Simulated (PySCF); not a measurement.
Geometry (Å), atoms numbered from 1 in this order:
```xyz
13

O    -0.0707    2.3424    0.7173
C    -0.4937    1.2845    0.3458
O    -1.8056    1.0347    0.1326
C    -1.9797   -0.2934   -0.3113
C    -0.6027   -0.8673   -0.3570
C     0.2784    0.0564    0.0343
Si    2.1389   -0.0022    0.2125
F     2.4965   -0.8420    1.5247
F     2.6864   -0.9625   -0.9461
H    -2.6326   -0.8276    0.3891
H    -2.4643   -0.2853   -1.2948
H    -0.4129   -1.8779   -0.6672
H     2.8576    1.2408    0.2023
```

Computed data (PySCF 2.14): GIAO PBE0/pcSseg-1 shieldings, geometry: GFN2-xTB. No relativistic terms, one averaged value for each set of equivalent atoms, isolated molecule, one computed conformer.

Scale: ¹³C (186.93 ppm) and ¹H (31.72 ppm) and ²⁹Si (349.16 ppm) vs TMS; ¹⁷O (336.08 ppm) vs H2O; CFCl3 for ¹⁹F (170.95 ppm) (reference shieldings calculated alike).

| atoms | nucleus | count | Hirshfeld charge | δ (ppm) |
| --- | --- | --- | --- | --- |
| H13 | ¹H | 1 | -0.05 | 5.24 |
| C6 | ¹³C | 1 | -0.12 | ? |
| C2 | ¹³C | 1 | 0.19 | 178.3 |
| C5 | ¹³C | 1 | 0.00 | ? |
| Si7 | ²⁹Si | 1 | 0.53 | -22.6 |
| O3 | ¹⁷O | 1 | -0.11 | 215.1 |
| C4 | ¹³C | 1 | 0.02 | 76.9 |
| H12 | ¹H | 1 | 0.08 | 8.09 |
| H10/H11 | ¹H | 2 | 0.07 | 5.12 |
| O1 | ¹⁷O | 1 | -0.27 | ? |
| F8/F9 | ¹⁹F | 2 | -0.20 | -156.9 |

Task: Fill in the missing shifts.

Result: 
- C5: 173.8 ppm, β carbon of a C=C–C=O unit; conjugation with the carbonyl draws π density from the β position
- C6: 136.3 ppm, α carbon of a C=C–C=O unit; as expected for a trigonal carbon in a double bond
- O1: 419.0 ppm, ester carbonyl oxygen

Shifts are as computed. Against solution values, carbons near 30 ppm lie about +3 ppm off and those near 130 ppm about +5 ppm. Of 1211 compounds with measured shifts, 218 miss one by over three times the rms of a fit or turn the order of signals round; such compounds aren't used in these exercises. Unscaled 19F shifts against computed CFCl3 carry errors that often reach 10 to 50 ppm. Unscaled 17O shifts of doubly bonded oxygen tend to come out too high, by tens of ppm or more. Experimental scales use liquid or dissolved standards, which lie at an offset from isolated H2O (liquid H2O: subtract about 36 ppm).
